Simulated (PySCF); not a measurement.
Molfile (atoms numbered from 1):
```
C6H18NP2
     RDKit          3D

 27 26  0  0  0  0  0  0  0  0999 V2000
    1.9216   -0.0341   -1.7043 C   0  0  0  0  0  0  0  0  0  0  0  0
    1.4693    0.3706   -0.0015 P   0  0  0  0  0  5  0  0  0  0  0  0
    2.8527   -0.0991    1.0447 C   0  0  0  0  0  0  0  0  0  0  0  0
    1.3217    2.1712    0.0784 C   0  0  0  0  0  0  0  0  0  0  0  0
    0.1754   -0.4032    0.5127 N   0  0  0  0  0  0  0  0  0  0  0  0
   -1.3873   -0.5683    0.2534 P   0  0  0  0  0  0  0  0  0  0  0  0
   -2.3321    0.9376    0.5796 C   0  0  0  0  0  0  0  0  0  0  0  0
   -2.0048   -1.8386    1.3640 C   0  0  0  0  0  0  0  0  0  0  0  0
   -1.8006   -1.0790   -1.4312 C   0  0  0  0  0  0  0  0  0  0  0  0
    2.0515   -1.1227   -1.7920 H   0  0  0  0  0  0  0  0  0  0  0  0
    1.1254    0.2863   -2.3918 H   0  0  0  0  0  0  0  0  0  0  0  0
    2.8590    0.4665   -1.9880 H   0  0  0  0  0  0  0  0  0  0  0  0
    3.7774    0.4014    0.7236 H   0  0  0  0  0  0  0  0  0  0  0  0
    2.9825   -1.1894    0.9914 H   0  0  0  0  0  0  0  0  0  0  0  0
    2.6227    0.1769    2.0835 H   0  0  0  0  0  0  0  0  0  0  0  0
    1.0723    2.4677    1.1075 H   0  0  0  0  0  0  0  0  0  0  0  0
    2.2665    2.6517   -0.2165 H   0  0  0  0  0  0  0  0  0  0  0  0
    0.5246    2.5139   -0.5973 H   0  0  0  0  0  0  0  0  0  0  0  0
   -3.4099    0.7558    0.4574 H   0  0  0  0  0  0  0  0  0  0  0  0
   -2.0248    1.7322   -0.1158 H   0  0  0  0  0  0  0  0  0  0  0  0
   -2.1353    1.2686    1.6096 H   0  0  0  0  0  0  0  0  0  0  0  0
   -1.7917   -1.5373    2.3995 H   0  0  0  0  0  0  0  0  0  0  0  0
   -1.4754   -2.7795    1.1565 H   0  0  0  0  0  0  0  0  0  0  0  0
   -3.0865   -1.9848    1.2344 H   0  0  0  0  0  0  0  0  0  0  0  0
   -2.8823   -1.2534   -1.5294 H   0  0  0  0  0  0  0  0  0  0  0  0
   -1.2621   -2.0075   -1.6702 H   0  0  0  0  0  0  0  0  0  0  0  0
   -1.5025   -0.2977   -2.1457 H   0  0  0  0  0  0  0  0  0  0  0  0
  1  2  1  0
  2  3  1  0
  2  4  1  0
  2  5  2  0
  5  6  1  0
  6  7  1  0
  6  8  1  0
  6  9  1  0
  1 10  1  0
  1 11  1  0
  1 12  1  0
  3 13  1  0
  3 14  1  0
  3 15  1  0
  4 16  1  0
  4 17  1  0
  4 18  1  0
  7 19  1  0
  7 20  1  0
  7 21  1  0
  8 22  1  0
  8 23  1  0
  8 24  1  0
  9 25  1  0
  9 26  1  0
  9 27  1  0
M  CHG  1   6   1
M  END
```

Geometry: PBE0-D3(BJ)/def2-SVP; GIAO shifts from PySCF, gas phase, non-relativistic, averaged over equivalent atoms.

At CAM-B3LYP/pcSseg-1 (257 basis functions, 92 s wall time on 1 thread of an AMD EPYC 9R14, shared host):
```tsv
atoms	δ (ppm)
C1/C3/C4/C7/C8/C9	19.5
P2/P6	-0.1
N5	59.7
H10/H11/H12/H13/H14/H15/H16/H17/H18/H19/H20/H21/H22/H23/H24/H25/H26/H27	1.60
```

Chemical shifts δ = σref − σ; 13C (σ = 182.45 ppm) and 1H (σ = 31.33 ppm) vs TMS; 31P (σ = 299.17 ppm) vs H3PO4; 15N (σ = 267.29 ppm) against NH3, all at this level.

**Question.** Predict the values at PBE0/pcSseg-1 on the same geometry.

**Answer.** 
```csv
atoms,δ at PBE0/pcSseg-1,change
C1/C3/C4/C7/C8/C9,19.2,-0.3
P2/P6,-0.5,-0.4
N5,58.5,-1.2
H10/H11/H12/H13/H14/H15/H16/H17/H18/H19/H20/H21/H22/H23/H24/H25/H26/H27,1.62,+0.02
```

References, each an isolated molecule treated in the same way: TMS for 13C (184.41 ppm), 1H (31.27 ppm); 31P (310.13 ppm) against H3PO4; 15N (265.67 ppm) vs NH3.

The largest change is at N5 (nitrogen bonded to 2 P). Cost: 257 basis functions, 60 s wall time on 1 thread of an AMD EPYC 9R14, shared host.

Experimental scales use liquid or dissolved standards, which lie at an offset from isolated NH3 (liquid NH3: subtract about 20 ppm) and H3PO4.
